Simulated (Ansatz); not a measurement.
This geometry of CH₆BrFN₂Si (12 atoms, charge 0, multiplicity 1) is a first-order saddle point.

These are results of RKS PBE/def2-SVP (Ansatz), not measurements.

```xyz
12
Properties=species:S:1:pos:R:3
N -0.643 -1.151 1.032
C 0.258 -0.146 0.491
N 1.462 -0.665 -0.169
Si -0.816 1.021 -0.597
F -0.081 1.089 -2.070
Br -0.862 3.099 0.235
H -1.006 -1.756 0.282
H -0.119 -1.775 1.663
H 0.603 0.480 1.344
H 2.216 0.034 -0.156
H 1.289 -0.866 -1.164
H -2.225 0.580 -0.857
```

**Question.** Which two structures does it join? (They come from a converged band through this point; their orientation in space is the band's.)

**Answer.** No bond is made or broken. The dihedral H9–C2–Si4–Br6 goes from 73 to -45°.

Initial state:

```xyz
12
Properties=species:S:1:pos:R:3
N -0.481 -1.493 0.506
C 0.138 -0.181 0.576
N 1.571 -0.160 0.261
Si -0.995 0.906 -0.510
F -0.982 0.205 -2.001
Br -0.090 2.951 -0.727
H -0.407 -1.869 -0.449
H 0.020 -2.155 1.117
H 0.029 0.195 1.619
H 1.980 0.758 0.488
H 1.718 -0.288 -0.751
H -2.423 1.075 -0.094
```

Final state:

```xyz
12
Properties=species:S:1:pos:R:3
N -0.623 -1.001 1.140
C 0.324 -0.126 0.483
N 1.368 -0.824 -0.289
Si -0.667 1.114 -0.575
F 0.425 1.918 -1.507
Br -1.807 2.642 0.586
H -1.137 -1.567 0.450
H -0.124 -1.672 1.741
H 0.845 0.469 1.266
H 2.096 -0.166 -0.602
H 0.974 -1.244 -1.144
H -1.599 0.402 -1.515
```

**Question.** How far does it lie above each of them?

**Answer.** 0.091 eV above the first and 0.050 eV above the second. This is the barrier of this one path; another mechanism may lie lower.

The run took 3.3 min on 2 threads of Arm Neoverse V2, with other jobs on the host, peak memory 0.2 GiB.
